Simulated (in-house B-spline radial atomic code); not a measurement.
Radial electron density of B, [He] 2s2 2p1. Level of theory: scalar-relativistic (X2C) B3LYP, spin-polarised, spherical fractional occupations, exact exchange averaged over the configuration, Fermi nucleus of rms radius 2.406 fm; calculated with an all-electron radial atomic-structure program (B-spline basis).

Columns: r (bohr), 4πr²n(r) (electrons per bohr), bar.

```
  0.0124   0.1253 #
  0.0145   0.1675 #
   0.017   0.2242 ##
    0.02   0.3007 ###
  0.0235   0.4004 ###
  0.0276   0.5296 #####
  0.0325   0.6985 ######
  0.0382   0.9108 ########
  0.0448    1.172 ##########
  0.0527    1.498 #############
  0.0619    1.885 ################
  0.0727    2.334 ####################
  0.0854     2.84 #########################
     0.1     3.37 #############################
   0.118     3.93 ##################################
   0.138     4.42 ######################################
   0.163    4.834 ##########################################
   0.191    5.063 ############################################
   0.224    5.073 ############################################
   0.264    4.814 ##########################################
    0.31    4.303 #####################################
   0.364    3.591 ###############################
   0.428    2.777 ########################
   0.502    2.013 #################
    0.59    1.407 ############
   0.693    1.053 #########
   0.814   0.9592 ########
   0.957    1.066 #########
    1.12     1.26 ###########
    1.32    1.434 ############
    1.55    1.483 #############
    1.82    1.378 ############
    2.14     1.14 ##########
    2.52   0.8344 #######
    2.95   0.5473 #####
    3.47    0.311 ###
    4.08   0.1537 #
    4.79  0.06574 #
    5.63  0.02373 
    6.61 0.007249 
    7.77 0.001812
```

On this grid the curve has 2 maxima, near 0.224, 1.55 bohr.

The 2p up radial function P(r) = rR(r), positive near the nucleus:

| r (bohr) | P |
| --- | --- |
| 0.0145 | 0.000722 |
| 0.02 | 0.001352 |
| 0.0276 | 0.002522 |
| 0.0382 | 0.004701 |
| 0.0527 | 0.008628 |
| 0.0727 | 0.01564 |
| 0.1 | 0.02774 |
| 0.138 | 0.04843 |
| 0.191 | 0.08257 |
| 0.264 | 0.1354 |
| 0.364 | 0.2116 |
| 0.502 | 0.3127 |
| 0.693 | 0.4319 |
| 0.957 | 0.5488 |
| 1.32 | 0.6273 |
| 1.82 | 0.625 |
| 2.52 | 0.5264 |
| 3.47 | 0.3647 |
| 4.79 | 0.1954 |
| 6.61 | 0.07475 |
